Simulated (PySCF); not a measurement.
C4H3Cl2F, SMILES F[C@@H](Cl)C=C=CCl. Heavy atoms are numbered as in [F:1][C@@H:2]([Cl:3])[CH:4]=[C:5]=[CH:6][Cl:7]. Hydrogens are named by the atom that carries them.

Geometry: TPSSh-D3(BJ)/def2-SVP. The structure was generated by enumeration; whether it is a known compound was not checked. The values are those of a single conformer.

Calculation: ωB97X/def2-TZVP (PySCF).

Atomic charges (e), one atom of each kind:

| atom | meta-Löwdin | Löwdin |
|---|---|---|
| F1 | -0.28 | 0.14 |
| C2 (CH) | 0.25 | -0.56 |
| Cl3 | -0.12 | 0.29 |
| C4 (CH) | -0.14 | -0.17 |
| C5 | 0.01 | -0.08 |
| C6 (CH) | -0.14 | -0.44 |
| Cl7 | -0.04 | 0.36 |
| H on C2 | 0.14 | 0.14 |
| H on C4 | 0.15 | 0.17 |
| H on C6 | 0.16 | 0.14 |

Computed Mayer and Wiberg (Löwdin basis) orders of the bonds:
| bond | Mayer | Wiberg |
|---|---|---|
| F1–C2 | 1.06 | 1.72 |
| C2–Cl3 | 1.09 | 1.57 |
| C2–C4 | 0.96 | 1.22 |
| C4–C5 | 1.91 | 2.01 |
| C5–C6 | 1.91 | 2.10 |
| C6–Cl7 | 1.15 | 1.68 |
